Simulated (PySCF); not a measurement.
Gas-phase reaction: SnH₂ + 2 HBr → SnH₄ + Br₂

Computed with PySCF and rigid-rotor harmonic-oscillator thermochemistry at 1 bar. † marks an energy on the PBE0/def2-TZVP geometry and frequencies. All species are closed-shell singlets. B3LYP is the form with VWN-RPA correlation. Sn: scalar-relativistic def2 core potential, no spin-orbit coupling. Br: all electrons, no relativistic terms. SnH₂: computed as isolated molecules; such fragments, hydroxides, amides, oligomers or adducts are transient or little studied in the gas.

HF/def2-TZVP† gives ΔH°(298 K) = 40 kJ.

**Question.** What do PBE0/def2-SVP†, B3LYP/def2-TZVP†, r2SCAN/def2-TZVP† give?

**Answer.** PBE0/def2-SVP†: 26 kJ; B3LYP/def2-TZVP†: 32 kJ; r2SCAN/def2-TZVP†: 12 kJ. For scale, ΔH°(298 K) is 40 kJ at this level, 15 kJ at ωB97M-V/def2-TZVP†, and runs from -14 to 57 kJ over the 18 levels computed.
